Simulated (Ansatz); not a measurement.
C3H12Si3, charge -1, doublet, geometry from GFN2-xTB (a state made from the parent by changing its charge; the spin is typed, not shown lowest) (a gas-phase anion, which may not be bound at this level); CCSD(T)/STO-3G (Ansatz, a first-principles code).

Input for Ansatz:
Ansatz 0.2 input:
```yaml
crystal:
  periodic: [false, false, false]
  atoms:
    - {symbol: C, position_ang: [-0.69743713, 1.26976589, -0.97373762]}
    - {symbol: Si, position_ang: [1.12787997, 1.47841563, -0.40851613]}
    - {symbol: C, position_ang: [1.82518887, -0.28718415, -0.26649115]}
    - {symbol: Si, position_ang: [0.74443632, -1.48928787, 0.72423978]}
    - {symbol: C, position_ang: [-1.09043530, -1.49492203, 0.24691222]}
    - {symbol: Si, position_ang: [-1.88597124, 0.22998919, 0.12218374]}
    - {symbol: H, position_ang: [-0.68788460, 0.82141839, -1.97418819]}
    - {symbol: H, position_ang: [-1.13373573, 2.26502458, -1.11022122]}
    - {symbol: H, position_ang: [2.01309083, 2.22895841, -1.33983613]}
    - {symbol: H, position_ang: [1.09557657, 2.30444820, 0.81739520]}
    - {symbol: H, position_ang: [2.00332176, -0.67077254, -1.27457613]}
    - {symbol: H, position_ang: [2.80554758, -0.26000967, 0.21422860]}
    - {symbol: H, position_ang: [1.35714351, -2.79292895, 1.13710652]}
    - {symbol: H, position_ang: [0.70945790, -0.81796611, 2.10482441]}
    - {symbol: H, position_ang: [-1.61842874, -2.09255168, 0.99323311]}
    - {symbol: H, position_ang: [-1.23951181, -2.01405024, -0.70355545]}
    - {symbol: H, position_ang: [-2.07459816, 0.99126794, 1.37562160]}
    - {symbol: H, position_ang: [-3.26270843, 0.04356611, -0.41083672]}
basis:
  gaussian:
    orbitals: STO-3G
total_charge: -1
magnetization: {spin_polarized: true, initial_magnetization: 1}
correlation: {method: ccsd_t}
```

What the program printed (banner, timings and long lists left out):

```
Functional definition: HF
688 factors; integrals over basis functions are off by at most 2.8e-5 eV
mean field evaluation 1: about -26548.3969 eV, gradient 1.3e1 eV
mean field evaluation 2: about -26548.6291 eV, gradient 1.3e1 eV
mean field evaluation 4: about -26550.6038 eV, gradient 1.9e0 eV
mean field evaluation 8: about -26550.7728 eV, gradient 3.3e-3 eV
mean field evaluation 16: about -26550.3853 eV, gradient 2.0e0 eV
mean field evaluation 32: about -26549.6388 eV, gradient 5.0e0 eV
mean field evaluation 64: about -26548.2942 eV, gradient 3.0e-2 eV
mean field evaluation 96: about -26550.0436 eV, gradient 4.3e-2 eV
mean field evaluation 128: about -26546.9465 eV, gradient 6.4e0 eV
mean field -26550.77135869 eV, -975.7228506726 hartree, gradient 1.8e-6 eV, S^2 0.766930; 5 other end points of the search recorded, 0 dependent functions left out
determinant -26550.77135869 eV, -975.7228506726 hartree, with singles and doubles -26560.70248139 eV, -976.0878127003 hartree
determinant -26550.04146456 eV, -975.6960275580 hartree, with singles and doubles -26560.08517893 eV, -976.0651272533 hartree
determinant -26549.98863179 eV, -975.6940859897 hartree, with singles and doubles -26560.45798688 eV, -976.0788276926 hartree
determinant -26548.29430042 eV, -975.6318204602 hartree, with singles and doubles -26558.73892597 eV, -976.0156533695 hartree
determinant -26550.77135869 eV, -975.7228506726 hartree, with singles and doubles -26560.70401063 eV, -976.0878688989 hartree
determinant -26549.98863179 eV, -975.6940859897 hartree, with singles and doubles -26560.66755011 eV, -976.0865289995 hartree
18 core orbitals not correlated
reference -26550.77135869 eV, -975.7228506726 hartree; 19, 18 occupied and 17, 18 virtual orbitals, 688 factors
second order -7.53405807 eV of doubles, -0.00000000 eV of singles
cycle   1  -9.93265096 eV  change    9.8e-7 eV  update   1.7e-6
perturbative correction -0.12792646 eV, -0.0047012106 hartree
Total energy: -26560.83193611 eV, -976.0925700735 hartree
```
